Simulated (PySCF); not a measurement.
CH7FOSi2, SMILES OC[SiH2][SiH2]F. Geometry optimised at PBE0-D3(BJ)/def2-SVP. The structure was generated by enumeration, and PubChem lists no compound with its InChIKey, so it may never have been made. The values are those of a single conformer.

Computed equilibrium geometry at PBE0-D3(BJ)/def2-SVP (PySCF confirms it by a frequency run) as bond lengths and angles (one conformer of several):
Atoms: O1 C2 Si3 Si4 F5 H6 H7 H8 H9 H10 H11 H12. Bond lengths (Å): O1–C2 1.420, O1–H6 0.963, C2–Si3 1.908, C2–H7 1.102, C2–H8 1.106, Si3–Si4 2.345, Si3–H9 1.496, Si3–H10 1.499, Si4–F5 1.636, Si4–H11 1.492, Si4–H12 1.492. Bond angles (°): C2–O1–H6 108.4, O1–C2–Si3 108.4, O1–C2–H7 106.6, O1–C2–H8 112.5, Si3–C2–H7 108.8, Si3–C2–H8 114.0, H7–C2–H8 106.1, C2–Si3–Si4 100.7, C2–Si3–H9 113.4, C2–Si3–H10 109.7, Si4–Si3–H9 113.9, Si4–Si3–H10 110.1, H9–Si3–H10 108.8, Si3–Si4–F5 110.4, Si3–Si4–H11 110.2, Si3–Si4–H12 111.5, F5–Si4–H11 107.6, F5–Si4–H12 107.1, H11–Si4–H12 109.8.
